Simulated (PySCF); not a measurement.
```xyz
3
charge 1 multiplicity 1, angstrom
I     0.0000    0.0000   -0.2031
O     1.4259    0.0000    0.8069
O    -1.4259    0.0000    0.8069
```

All numbers come from PBE0/[I x2c-TZVPall, O x2c-TZVPall], spin-free X2C, density fitting, no spin–orbit coupling, PySCF.

This geometry of IO₂⁺ is a stationary point at this level.

(1) What is the point group?

(2) Is it a minimum?

(3) Which band is strongest in the infrared?

(4) Give the atomic charges and bond orders.

## Answers

(1) C2v.

(2) Yes: all harmonic wavenumbers are real.

(3) 960 cm⁻¹ (b2), 19 km/mol.

(4) 
```json
{"atom": "I1", "Mulliken": "1.53", "Löwdin": "1.71", "polar tensor": "1.42", "Mayer order to I1": "–"}
{"atom": "O2,3", "Mulliken": "-0.27", "Löwdin": "-0.35", "polar tensor": "-0.21", "Mayer order to I1": "1.89"}
```
Other Mayer orders above 0.3: O–O 0.35.

Only a few start shapes were tried, so a lower isomer may exist.
